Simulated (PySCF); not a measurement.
C5H7N, SMILES N(=C\CC#C)/C.

Geometry: PBE-D3(BJ)/def2-SVP. The structure was generated by enumeration; whether it is a known compound was not checked. The values are those of a single conformer.

Vertical ionisation energy (IE) and electron affinity (EA) in eV. Rows of orbital energies are one-electron estimates. Where ΔSCF, EOM or ADC give a negative EA the extra electron is unbound and the value depends on the basis.

```json
[
 {"level": "−ε(HOMO), −ε(LUMO), ωB97X/def2-TZVP (PySCF)", "IE": "9.86", "EA": "-1.90"},
 {"level": "−ε(HOMO), −ε(LUMO), PBE/def2-TZVP (PySCF)", "IE": "___", "EA": "___"}
]
```

Fill in the missing entries. (Estimate from the structure and the level; the computed values follow.)


- −ε(HOMO), −ε(LUMO), PBE/def2-TZVP (PySCF), IE: 5.99
- −ε(HOMO), −ε(LUMO), PBE/def2-TZVP (PySCF), EA: 1.48
